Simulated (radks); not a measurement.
Species: the rhodium ion Rh+. Configuration: [Kr] 4d7.5 5p0.5 (fractional occupations, a model configuration). Method: scalar-relativistic Kohn-Sham, PBEsol, spin-polarised, spherical densities, finite nucleus; open shells are filled with parallel spins first (spin-orbit coupling, left out, can overturn this in heavy ions); Fermi nuclear charge, rms radius 4.4945 fm; computed with a radial shooting solver on a logarithmic mesh with Libxc functionals.

Radial electron density D(r) = 4 pi r^2 rho(r):

| r (bohr) | D(r) (e/bohr) | spin D(r) |
|---|---|---|
| 0.003623 | 9.542 | -0.000140 |
| 0.00487 | 14.92 | -0.000215 |
| 0.006548 | 22.44 | -0.000317 |
| 0.008804 | 32.05 | -0.000436 |
| 0.01184 | 42.78 | -0.000538 |
| 0.01591 | 52.25 | -0.000552 |
| 0.0214 | 57.14 | -0.000355 |
| 0.02854 | 55.61 | 0.000233 |
| 0.03837 | 50.41 | 0.00177 |
| 0.05158 | 49.91 | 0.00633 |
| 0.06935 | 59.86 | 0.0213 |
| 0.09324 | 71.14 | 0.0661 |
| 0.1254 | 66.55 | 0.171 |
| 0.1685 | 50.53 | 0.337 |
| 0.2248 | 48.46 | 0.458 |
| 0.3022 | 56.59 | 0.350 |
| 0.4063 | 44.64 | 0.0502 |
| 0.5463 | 21.31 | 0.107 |
| 0.7345 | 14.51 | 0.912 |
| 0.9875 | 15.47 | 1.79 |
| 1.328 | 10.51 | 1.79 |
| 1.771 | 4.685 | 1.15 |
| 2.381 | 1.610 | 0.565 |
| 3.201 | 0.5076 | 0.269 |
| 4.303 | 0.1554 | 0.121 |
| 5.786 | 0.03851 | 0.0362 |
| 7.779 | 0.005195 | 0.00514 |
| 10.46 | 0.0002429 | 0.000243 |

D(r) has 4 maxima, at r = 0.0230, 0.101, 0.307, 0.926 bohr, and minima at 0.0457, 0.199, 0.711 bohr, inside which lie 2.03, 11.11, 29.07 electrons.
